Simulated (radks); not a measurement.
The numbers below are computed, except where a source is named.
Question: Ionisation of neutral zirconium, [Kr] 4d2 5s2, to Zr+, [Kr] 4d2 5s1, under several functionals. Dirac Kohn-Sham, spin-unpolarised, spherical densities, finite nucleus; open shells are shared between the two j in proportion to 2j + 1; a radial shooting solver on a logarithmic mesh with Libxc functionals. The NIST Atomic Spectra Database gives 6.634 eV (measured). Rank these functionals by the error of their Delta-SCF ionisation energy: BP86; OLYP; exchange-only PBE; LDA (Slater exchange, Perdew-Zunger correlation).

Answer: From best to worst: exchange-only PBE 6.508 eV (-0.126); OLYP 6.765 eV (+0.131); BP86 7.314 eV (+0.680); LDA (Slater exchange, Perdew-Zunger correlation) 7.352 eV (+0.718). Spin polarisation and multiplet splitting are left out, so open shells lie too high by an amount that depends on their filling. Sharing an open shell by 2j + 1 raises it above the true ground level by a part of the spin-orbit splitting, which enters the differences from NIST.

Beside tabulated values, note that spin-unpolarised runs miss the spin-polarisation part of the exchange energy of open shells.
